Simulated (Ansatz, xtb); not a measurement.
FHSi3: which of two structures lies lower

Structure I: a singlet given by its coordinates. Structure II: a singlet given by its coordinates. Both are isolated molecules in the gas phase, relaxed with r2SCAN-D4/def2-SVP.

I (Å):

```yaml
atoms:
  - { symbol: F, position_ang: [-1.5531, 1.9793, -0.4884] }
  - { symbol: Si, position_ang: [-0.3363, 2.2200, -1.5676] }
  - { symbol: Si, position_ang: [1.3840, 1.0762, -0.3751] }
  - { symbol: Si, position_ang: [2.7072, 2.6483, 0.3545] }
  - { symbol: H, position_ang: [2.5947, 1.9005, -1.1866] }
```

Close contacts (Å): F1–Si2 1.64, Si2–Si3 2.39, Si3–Si4 2.18, Si3–H5 1.67, Si4–H5 1.72.

II (Å):

```xyz
5

F     1.5382   -0.2017    0.8590
Si   -2.2509    0.4398    0.3485
Si   -0.6433    1.4268   -0.7536
Si    1.0081   -0.3095   -0.6919
H    -0.9372    1.3830    0.8950
```

Close contacts (Å): F1–Si4 1.64, Si2–Si3 2.18, Si3–Si4 2.40, Si2–H5 1.71, Si3–H5 1.68.

Energies in hartree; the thermal terms are from r2SCAN-D4/def2-SVP harmonic frequencies (ideal gas, rigid rotor, one conformer each, 600 K, 1 atm) and include the zero-point energy:

```
                               I           II
E, CCSD(T)/def2-TZVP  −967.432979  −967.432248
   zero-point energy     0.012066     0.012000
        H(600 K) − E     0.028764     0.028754
        G(600 K) − E    −0.060589    −0.060657
```

Q: Work out ΔE, ΔE₀, ΔH and ΔG for I → II in kcal/mol (1 Eh = 627.51 kcal/mol) and the equilibrium ratio [II]/[I].

A: 1. ΔE = −967.432248 − (−967.432979) = +0.000731 Eh = +0.46 kcal/mol.
2. ΔE₀ = ΔE + ΔZPE = +0.000731 + (−0.000066) Eh = +0.42 kcal/mol.
3. ΔH = ΔE + (−0.000010) Eh = +0.45 kcal/mol.
4. ΔG = ΔE + (−0.000068) Eh = +0.42 kcal/mol, so ΔS = (ΔH − ΔG)/T = +0.3 J/(mol K).
5. kT = 1.9001 mEh, so K = [II]/[I] = exp(−ΔG/kT) = exp(−0.35) ≈ 0.71.

The two are too close for this level to say which is favoured. An error of 1 kcal/mol in ΔG would change K by a factor of 2.3. Large T1 diagnostics make the coupled-cluster value less sure. Mirror images and further conformers aren't counted.

Other levels gave ΔE = +0.4 (r2SCAN-D4/def2-SVP); +0.7 (HF/def2-TZVP); +0.5 (MP2/def2-TZVP) kcal/mol. The correlated steps freeze 16 core orbitals. Programs: Ansatz 0.2.0.
